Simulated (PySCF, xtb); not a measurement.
C4H7BN2, SMILES CB1C=NCN=C1.

GFN2-xTB (xtb) at its own geometry gives an orbital gap of 1.36 eV and a dipole moment of 1.83 D.

Geometry: PBE0-D3(BJ)/def2-SVP. The structure was generated by enumeration, and PubChem lists no compound with its InChIKey, so it may never have been made. The values are those of a single conformer.

Q: What does M06-2X/def2-TZVP in PySCF give? (The exact figures need the calculation; the answer reports its results.)

A: gap 6.34 eV (levels -7.88 and -1.54 eV), dipole 1.63 D.
